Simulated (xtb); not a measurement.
xtb input (GFN1-xTB):

```bash
xtb mol.xyz --gfn 1 --opt tight --chrg 0 --uhf 0
```
mol.xyz:
```
12

C     -1.86451500    -0.19305099    -0.30229087
C     -0.56333315    -0.04154812     0.48026975
C      0.64701013     0.05136304    -0.42749150
O      1.80978774     0.19009325     0.38569311
H     -1.85657416    -1.09701737    -0.91613990
H     -2.02991663     0.65781071    -0.96765210
H     -2.72100087    -0.25792182     0.36994247
H     -0.59818899     0.85497302     1.10460412
H     -0.42584240    -0.88977339     1.15582038
H      0.54058237     0.91196633    -1.10137152
H      0.71473927    -0.85110660    -1.04961729
H      2.58292759     0.24973953    -0.18405526
```

Output:

```
           -------------------------------------------------
          |                Calculation Setup                |
           -------------------------------------------------

           -------------------------------------------------
          |                 G F N 1 - x T B                 |
           -------------------------------------------------

        Reference                      10.1021/acs.jctc.7b00118
      * Hamiltonian:
        H0-scaling (s, p, d)           1.850000    2.250000    2.000000
        zeta-weighting                 0.000000
      * Dispersion:
        s8                             2.400000
        a1                             0.630000
        a2                             5.000000
        s9                             0.000000
      * Repulsion:
        kExp                           1.500000
        rExp                           1.000000
      * Coulomb:
        alpha                          2.000000
        third order                    atomic
        anisotropic                    false
      * Halogen bond correction:
        rad-scale                      1.300000
        damping                        0.440000

          ...................................................
          :                      SETUP                      :
          :.................................................:
          :  # basis functions                  32          :
          :  # atomic orbitals                  32          :
          :  # shells                           24          :
          :  # electrons                        26          :
          :  # halogen bonds                     0          :
          :  max. iterations                   250          :
          :  Hamiltonian                  GFN1-xTB          :
          :  restarted?                      false          :
          :  GBSA solvation                  false          :
          :  PC potential                    false          :
          :  electronic temp.          300.0000000     K    :
          :  accuracy                    1.0000000          :
          :  -> integral cutoff          0.2500000E+02      :
          :  -> integral neglect         0.1000000E-07      :
          :  -> SCF convergence          0.1000000E-05 Eh   :
          :  -> wf. convergence          0.2000000E-04 e    :
          :  Broyden damping             0.4000000          :
          :  net charge                          0          :
          :  unpaired electrons                  0          :
          ...................................................

 iter      E             dE          RMSdq      gap      omega  full diag
   1    -15.4918996 -0.154919E+02  0.729E+00    8.30       0.0  T
   2    -15.5184958 -0.265962E-01  0.441E+00    8.57       1.0  T
   3    -15.5189145 -0.418735E-03  0.591E-01    8.74       1.0  T
   4    -15.5196181 -0.703595E-03  0.593E-02    8.73       1.0  T
   5    -15.5196398 -0.217330E-04  0.194E-02    8.73       1.5  T
   6    -15.5196420 -0.220351E-05  0.353E-03    8.72       8.2  T
   7    -15.5196421 -0.438134E-07  0.155E-03    8.72      18.6  T
[...]
         9        2.0000           -0.5145905             -14.0027
        10        2.0000           -0.4961510             -13.5010
        11        2.0000           -0.4826460             -13.1335
        12        2.0000           -0.4713105             -12.8250
        13        2.0000           -0.4519845             -12.2991 (HOMO)
        14                         -0.1308754              -3.5613 (LUMO)
        15                         -0.1241847              -3.3792
        16                         -0.0980717              -2.6687
        17                         -0.0927057              -2.5227
        18                         -0.0917910              -2.4978
        19                         -0.0544920              -1.4828
        20                         -0.0503337              -1.3697
        21                         -0.0408693              -1.1121
        22                          0.0774721               2.1081
        23                          0.0998146               2.7161
        24                          0.1637891               4.4569
       ...                                ...                  ...
        32                          0.4549346              12.3794
      -------------------------------------------------------------
                  HL-Gap            0.3211091 Eh            8.7378 eV
             Fermi-level           -0.2914299 Eh           -7.9302 eV

  Mulliken/CM5 charges         n(s)   n(p)   n(d)
     1C    -0.09127 -0.24248   1.007  3.084  0.000
     2C    -0.04708 -0.15660   1.029  3.018  0.000
     3C     0.20227  0.11784   0.990  2.808  0.000
     4O    -0.56942 -0.78568   1.688  4.881  0.000
     5H     0.02686  0.07863   0.973  0.000  0.000
     6H     0.02686  0.07863   0.973  0.000  0.000
     7H     0.03321  0.08452   0.967  0.000  0.000
     8H     0.03611  0.09320   0.964  0.000  0.000
     9H     0.03611  0.09320   0.964  0.000  0.000
    10H     0.00470  0.06545   0.995  0.000  0.000
    11H     0.00470  0.06545   0.995  0.000  0.000
    12H     0.33694  0.50784   0.663  0.000  0.000

Wiberg/Mayer (AO) data.
largest (>0.10) Wiberg bond orders for each atom

 ---------------------------------------------------------------------------
     #   Z sym  total        # sym  WBO       # sym  WBO       # sym  WBO
 ---------------------------------------------------------------------------
     1   6 C    3.997 --     2 C    1.020     5 H    0.988     6 H    0.988
                             7 H    0.987
     2   6 C    3.997 --     1 C    1.020     3 C    1.003     8 H    0.979
                             9 H    0.979
     3   6 C    3.923 --     2 C    1.003    10 H    0.975    11 H    0.975
                             4 O    0.957
     4   8 O    1.902 --     3 C    0.957    12 H    0.883
     5   1 H    1.004 --     1 C    0.988
     6   1 H    1.004 --     1 C    0.988
     7   1 H    1.005 --     1 C    0.987
     8   1 H    1.007 --     2 C    0.979
     9   1 H    1.007 --     2 C    0.979
    10   1 H    1.014 --     3 C    0.975
    11   1 H    1.014 --     3 C    0.975
    12   1 H    0.897 --     4 O    0.883
 ---------------------------------------------------------------------------

Topologies differ in total number of bonds
Writing topology from bond orders to xtbtopo.mol

 dipole moment from electron density (au)
     X       Y       Z
   0.0621  -0.0203  -0.8993  total (Debye):    2.292

           -------------------------------------------------
          |                Geometry Summary                 |
           -------------------------------------------------

      molecular mass/u    :       60.0951386
   center of mass at/Å    :        0.0573918       0.0063615       0.0235841
  moments of inertia/u·Å² :        0.1917623E+02   0.1319499E+03   0.1416042E+03
rotational constants/cm⁻¹ :        0.8790902E+00   0.1277578E+00   0.1190475E+00

 * 11 selected distances

     #   Z          #   Z                                           value/Å
     1   6 C        2   6 C                                       1.5259196
     2   6 C        3   6 C                                       1.5284179 (max)
     3   6 C        4   8 O                                       1.4148360
     1   6 C        5   1 H                                       1.0912787
     1   6 C        6   1 H                                       1.0912788
     1   6 C        7   1 H                                       1.0900861
Note: The following floating-point exceptions are signalling: IEEE_DENORMAL
normal termination of xtb
     2   6 C        8   1 H                                       1.0938732
     2   6 C        9   1 H                                       1.0938732
     3   6 C       10   1 H                                       1.1036449
     3   6 C       11   1 H                                       1.1036449
     4   8 O       12   1 H                                       0.9646085 (min)

 * 4 distinct bonds (by element types)

   Z      Z             #   av. dist./Å        max./Å        min./Å
   1 H    6 C           7     1.0953828     1.1036449     1.0900861
   6 C    6 C           2     1.5271687     1.5284179     1.5259196
   1 H    8 O           1     0.9646085     0.9646085     0.9646085
   6 C    8 O           1     1.4148360     1.4148360     1.4148360

optimized geometry written to: xtbopt.xyz

           -------------------------------------------------
          | TOTAL ENERGY              -15.358827215432 Eh   |
          | GRADIENT NORM               0.000245840733 Eh/α |
          | HOMO-LUMO GAP               8.737824236547 eV   |
           -------------------------------------------------

------------------------------------------------------------------------
------------------------------------------------------------------------
 total:
 SCF:
 ANC optimizer:
```
